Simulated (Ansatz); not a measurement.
`CO[SiH](F)[O][GeH3]` + `O[SiH3]` → `CO[SiH](F)O[SiH3]` + `[OH][GeH3]`  (ligand exchange at the Si–O bond)

Computed with Ansatz on PBE0-D4/def2-TZVP structures; ΔE is electronic, products minus reactants. CBS: MP2 limit from def2 TZ/QZ plus the TZ coupled-cluster correction, frozen cores. Functionals use def2-TZVPP. B3LYP here is the variant with VWN-RPA as its local correlation; programs differ in this. For Ge outer-core shells are correlated without core-valence functions, which leaves a few kJ/mol of doubt a bond. Scalar relativity is left out up to krypton. Each species was taken in one conformer, which may not be the lowest.

`CO[SiH](F)[O][GeH3]`:

Cartesian coordinates in Å:
```
C -0.864 1.133 -1.833
O -0.127 0.561 -0.774
Si -0.538 0.618 0.799
F -2.036 0.091 0.947
O 0.478 -0.322 1.612
Ge 1.496 -1.714 1.147
H -1.869 0.705 -1.892
H -0.948 2.219 -1.719
H -0.337 0.923 -2.765
H -0.529 1.989 1.340
H 0.657 -2.672 0.290
H 2.706 -1.175 0.373
H 1.911 -2.355 2.476
```

`O[SiH3]`:

```xyz
6

O     1.202   -0.278   -0.347
Si   -0.300    0.033    0.256
H     1.351   -0.123   -1.280
H    -0.678    1.462    0.077
H    -0.234   -0.293    1.698
H    -1.341   -0.801   -0.405
```

`CO[SiH](F)O[SiH3]`:

```xyz
13

C    -1.890   -0.409    1.451
O    -0.936   -0.108    0.454
Si    0.509    0.580    0.709
F     1.330   -0.292    1.758
O     1.295    0.616   -0.693
Si    1.406   -0.065   -2.185
H    -2.165    0.483    2.025
H    -2.784   -0.792    0.958
H    -1.513   -1.170    2.139
H     0.404    1.934    1.277
H     2.677    0.396   -2.793
H     0.262    0.372   -3.023
H     1.407   -1.545   -2.077
```

`[OH][GeH3]`:

```xyz
6

O    -0.139    0.793   -1.111
Ge   -0.063   -0.119    0.419
H     0.362    0.376   -1.815
H    -0.913    0.704    1.391
H     1.398   -0.223    0.897
H    -0.644   -1.531    0.218
```

Problem. Is it downhill or uphill in electronic energy at CCSD(T)/CBS, and by how much? (Best estimate.)

Solution. Ansatz gave: Nearly level: ΔE = +0.4 kcal/mol.

Problem. What do these levels give: r2SCAN-D4, PBE0-D4, B2PLYP, PBE, r2SCAN, PBE0, B3LYP, SCS-MP2/def2-TZVPP, CCSD(T)/def2-TZVPP, HF/def2-QZVPP, SCS-MP2/def2-QZVPP, MP2/CBS(def2)? (Best estimate.)

Solution. The calculation gave: r2SCAN-D4 0.3, PBE0-D4 0.4, B2PLYP 0.2, PBE 0.2, r2SCAN 0.3, PBE0 0.3, B3LYP 0.0, SCS-MP2/def2-TZVPP 0.5, CCSD(T)/def2-TZVPP 0.6, HF/def2-QZVPP -0.2, SCS-MP2/def2-QZVPP 0.3, MP2/CBS(def2) 0.4 kcal/mol.

Largest T1 diagnostic among the species: 0.012.
